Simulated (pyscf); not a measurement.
# Cl–ZnH, singlet

Gas-phase minimum from PySCF at ωB97X-D3(BJ)/def2-SVP, one conformer. 

```xyz
3

Cl     1.2024    -1.4518    -0.4444
Zn     0.2217     0.4071    -0.6109
H     -0.4873     1.7514    -0.7312
```
Charge 0, spin multiplicity 1.

Bonds (Å): Cl1–Zn2 2.108, Zn2–H3 1.525. Angles (°): Cl1–Zn2–H3 180.0.

Properties at ωB97X-D3(BJ)/def2-SVP:

```
Property                                                                                                                                  Value
---------------------------------------------------------------------------------------------------------------------  ------------------------
Harmonic wavenumbers, unscaled                                                                                         433, 433, 435, 1947 cm⁻¹
Zero-point energy                                                                                                                  4.6 kcal/mol
Rotational symmetry number                                                                                                                    1
Entropy of this conformer at 298 K and 1 atm, rigid rotor and harmonic oscillator, modes under 100 cm⁻¹ raised to 100           245.1 J/(mol K)
Dipole moment                                                                                                                            1.94 D
```

Single-point totals, which compare only within one level (frozen core for MP2 and CC):

| level | total energy (hartree) |
|---|---|
| ωB97X-D3(BJ)/def2-TZVP | -2240.22465 |
| PBE/def2-TZVP | -2239.79537 |
| r²SCAN/def2-TZVP | -2240.20919 |
| B3LYP-D3(BJ)/def2-TZVP | -2240.32534 |
| PBE0-D3(BJ)/def2-TZVP | -2239.85312 |
| M06-2X/def2-TZVP | -2240.21064 |
| ωB97M-D3(BJ)/def2-TZVP | -2240.33406 |
| HF/def2-TZVPP | -2237.94627 |
| MP2/def2-TZVPP | -2238.97389 |
| CCSD/def2-TZVPP | -2238.91213 |
| CCSD(T)/def2-TZVPP | -2238.93759 |

The CCSD(T) − MP2 part came from Ansatz, without density fitting, on the same reference. The frozen core leaves the outer d or s,p core shells of the metals and heavy elements correlated in the MP2 and CC values, and def2-TZVPP describes them poorly, so these totals are far from the basis limit. Elements up to Kr have no core potential and no relativistic terms here.
